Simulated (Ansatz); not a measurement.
Consider the redistribution: `C[S][Ga]([CH3])[F]` + `FC([SiH3])S` → `[CH3][Ga]([F])[F]` + `CSC([SiH3])S`.

Program: Ansatz. Geometries: PBE0-D4/def2-TZVP. ΔE: electronic, gas phase. CBS: MP2 limit from def2 TZ/QZ plus the TZ coupled-cluster correction, frozen cores. DFT in def2-TZVPP. For Ga outer-core shells are correlated without core-valence functions, which leaves a few kJ/mol of doubt a bond. Scalar relativity is left out up to krypton. One conformer a species, not always the lowest.

```tsv
level	ΔE (kcal/mol)	difference from CCSD(T)/CBS
r2SCAN-D4	-11.0	2.6
PBE0-D4	-11.2	2.4
B2PLYP	-12.4	1.2
PBE0	-10.4	3.2
HF/def2-TZVPP	-10.5	3.1
SCS-MP2/def2-TZVPP	-15.6	-2.0
CCSD/def2-TZVPP	-13.2	0.4
CCSD(T)/def2-TZVPP	-13.6	0.0
HF/def2-QZVPP	-11.2	2.4
MP2/CBS(def2)	-16.9	-3.3
CCSD(T)/CBS	-13.6	0
```

Largest T1 diagnostic among the species: 0.014.

In def2-TZVPP, CCSD(T) changes the Hartree–Fock value by −3.1 kcal/mol (the triples alone add −0.4 kcal/mol) and MP2 by −6.4 kcal/mol. The D4 term adds −1.6 kcal/mol with B3LYP and −0.9 kcal/mol with PBE0; it sums over pairs of atoms, weighted by their polarisabilities, and B3LYP, whose exchange is more repulsive, gets the larger term.

B3LYP here is the variant with VWN-RPA as its local correlation; programs differ in this.
